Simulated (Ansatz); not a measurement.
Si(OMe)2 (C2H6O2Si). Total charge 0; singlet. Geometry PBE0-D4/def2-SVP, basis def2-TZVP, Ansatz.

```json
{"run": "A", "HOMO (eV)": "-5.62", "LUMO (eV)": "-1.93"}
{"run": "B", "HOMO (eV)": "-5.84", "LUMO (eV)": "-1.85"}
{"run": "C", "HOMO (eV)": "-6.80", "LUMO (eV)": "-1.14"}
{"run": "D", "HOMO (eV)": "-9.48", "LUMO (eV)": "1.87"}
{"run": "E", "HOMO (eV)": "-5.50", "LUMO (eV)": "-1.80"}
{"run": "F", "HOMO (eV)": "-8.14", "LUMO (eV)": "-0.06"}
```

Another isomer (singlet) lies 0.48 eV lower at PBE0-D4/def2-TZVP; other spin states weren't run for this one.

**Question.** The runs used BLYP, CAM-B3LYP, HF, PBE, PBE0, r2SCAN. Estimate which is which.

**Answer.** A PBE (0 % exact exchange); B r2SCAN (0 % exact exchange); C PBE0 (25 % exact exchange); D HF (100 % exact exchange); E BLYP (0 % exact exchange); F CAM-B3LYP (range-separated). Exact exchange lowers occupied and raises empty levels; among semilocal functionals meta-GGAs tend to open the gap a little, and such runs are hard to tell apart. The gap grows from 3.68 eV (PBE) to 11.35 eV (HF).
